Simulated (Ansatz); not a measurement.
AlH4OPSi. The species carries charge 0 and has multiplicity 1. The bonds changed during the relaxation, so this is another structure than the one it started from.

Z-matrix (Å, degrees):
```
Al
P 1 2.367
O 1 1.879 2 51.7
Si 1 2.348 2 57.6 3 -112.4
H 1 1.576 2 137.0 3 91.1
H 3 0.965 1 119.6 2 103.2
H 4 1.488 1 111.9 2 -95.2
H 4 1.491 1 135.4 2 105.2
```

Task: Give the diagnostics of a CCSD(T)/def2-TZVPP run (frozen core, the Gaussian-basis code of Ansatz). (An estimate is asked.)

Result: Computed: T1 = 0.0177, largest single amplitude 0.030, largest double 0.038, (T) share of the correlation energy 4.4 %, 12 CCSD cycles. The RHF solution is stable towards an unrestricted one. T1 lies under the customary mark of 0.02 for closed shells.
